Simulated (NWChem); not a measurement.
System: CH6N cation; SMILES C[NH3+]

The following NWChem deck was run.

```
start job
memory heap 200 mb stack 900 mb global 1100 mb
charge 1
geometry units angstroms noautosym nocenter noautoz
  C      0.000000     0.000000     0.814573
  N      0.000000     0.000000    -0.702497
  H     -1.016838     0.195558     1.154755
  H      0.677777     0.782828     1.154755
  H      0.339061    -0.978386     1.154755
  H     -0.625345    -0.723642    -1.080310
  H      0.939365    -0.179744    -1.080310
  H     -0.314020     0.903386    -1.080310
end
basis spherical
  * library sadlej_pvtz
end
dft
  xc pbe0
  iterations 150
end
property
  response 1 0.1139
end
task dft property
```

Excerpt of the output:

```
             Northwest Computational Chemistry Package (NWChem) 7.3.0
             --------------------------------------------------------

                             Geometry "geometry" -> ""
                             -------------------------

 Output coordinates in angstroms (scale by  1.889725989 to convert to a.u.)

  No.       Tag          Charge          X              Y              Z
 ---- ---------------- ---------- -------------- -------------- --------------
    1 C                    6.0000     0.00000000     0.00000000     0.81457300
    2 N                    7.0000     0.00000000     0.00000000    -0.70249700
    3 H                    1.0000    -1.01683800     0.19555800     1.15475500
    4 H                    1.0000     0.67777700     0.78282800     1.15475500
    5 H                    1.0000     0.33906100    -0.97838600     1.15475500
    6 H                    1.0000    -0.62534500    -0.72364200    -1.08031000
    7 H                    1.0000     0.93936500    -0.17974400    -1.08031000
    8 H                    1.0000    -0.31402000     0.90338600    -1.08031000

 Effective nuclear repulsion energy (a.u.)      47.5806732872

                              NWChem Property Module
                              ----------------------

                                 NWChem DFT Module
                                 -----------------

 Summary of "ao basis" -> "ao basis" (spherical)
 ------------------------------------------------------------------------------
       Tag                 Description            Shells   Functions and Types
 ---------------- ------------------------------  ------  ---------------------
 C                        sadlej pvtz               10       24   5s3p2d
 N                        sadlej pvtz               10       24   5s3p2d
 H                        sadlej pvtz                5        9   3s2p

            General Information
            -------------------
          SCF calculation type: DFT
          Wavefunction type:  closed shell.
          No. of atoms     :     8
          No. of electrons :    18
           Alpha electrons :     9
            Beta electrons :     9
          Charge           :     1
          Spin multiplicity:     1
          Use of symmetry is: off; symmetry adaption is: off
          Maximum number of iterations: 150
          AO basis - number of functions:   102
                     number of shells:    50
          Convergence on energy requested:  1.00D-06
          Convergence on density requested:  1.00D-05
          Convergence on gradient requested:  5.00D-04

              XC Information
              --------------
                         PBE0 Method XC Functional
                     Hartree-Fock (Exact) Exchange  0.250
          PerdewBurkeErnzerhof Exchange Functional  0.750
            Perdew 1991 LDA Correlation Functional  1.000 local
           PerdewBurkeErnz. Correlation Functional  1.000 non-local

             Grid Information
             ----------------
          Grid used for XC integration:  medium
          Radial quadrature: Mura-Knowles
          Angular quadrature: Lebedev.
          Tag              B.-S. Rad. Rad. Pts. Rad. Cut. Ang. Pts.
          ---              ---------- --------- --------- ---------
          C                   0.70       49          13.0       434
          N                   0.65       49          12.0       434
          H                   0.35       45          14.0       434
          Grid pruning is: on
          Number of quadrature shells:   368
          Spatial weights used:  Erf1

      Superposition of Atomic Density Guess
      -------------------------------------

 Sum of atomic energies:         -94.97563464

 Renormalizing density from      19.00 to     18

      Non-variational initial energy
      ------------------------------

 Total energy =     -92.622355
 1-e energy   =    -208.803567
 2-e energy   =      68.600539
 HOMO         =      -0.835876
 LUMO         =      -0.267560

   convergence    iter        energy       DeltaE   RMS-Dens  Diis-err
 ---------------- ----- ----------------- --------- --------- ---------
 d= 0,ls=0.0,diis     1    -96.0137185614 -1.44D+02  1.77D-02  1.10D+00
 d= 0,ls=0.0,diis     2    -96.0024287778  1.13D-02  7.60D-03  1.04D+00
 d= 0,ls=0.0,diis     3    -96.1157358356 -1.13D-01  1.17D-03  1.64D-02
 d= 0,ls=0.0,diis     4    -96.1172007716 -1.46D-03  5.82D-04  2.66D-03
 d= 0,ls=0.0,diis     5    -96.1175067771 -3.06D-04  4.75D-05  7.60D-06
 d= 0,ls=0.0,diis     6    -96.1175077464 -9.69D-07  4.42D-06  2.11D-07

         Total DFT energy =      -96.117507746393
      One electron energy =     -217.571558236938
           Coulomb energy =       88.061806407896
    Exchange-Corr. energy =      -14.188429204534
 Nuclear repulsion energy =       47.580673287183

 Numeric. integr. density =       17.999999085118

                       DFT Final Molecular Orbital Analysis
                       ------------------------------------

[...]

 DFT Linear Response polarizability / au
 Frequency  =       0.1139000 / au
 Wavelength =     400.0294381 / nm
              X              Y              Z
 -----------------------------------------------
 X      19.8065936     -0.0000022     -0.0000005
 Y      -0.0000022     19.8065933      0.0000050
 Z      -0.0000005      0.0000050     23.2253421
 -----------------------------------------------
 Eigenvalues =      19.8065956     19.8065913     23.2253421
 Isotropic   =      20.9461764
 Anisotropic =       3.4187487
 -----------------------------------------------

 Magnetic Dipole Response Matrix (nonzero elements):
```

Level: PBE0/Sadlej pVTZ. Structure relaxed at the B3LYP/6-31G* (spherical d) level.
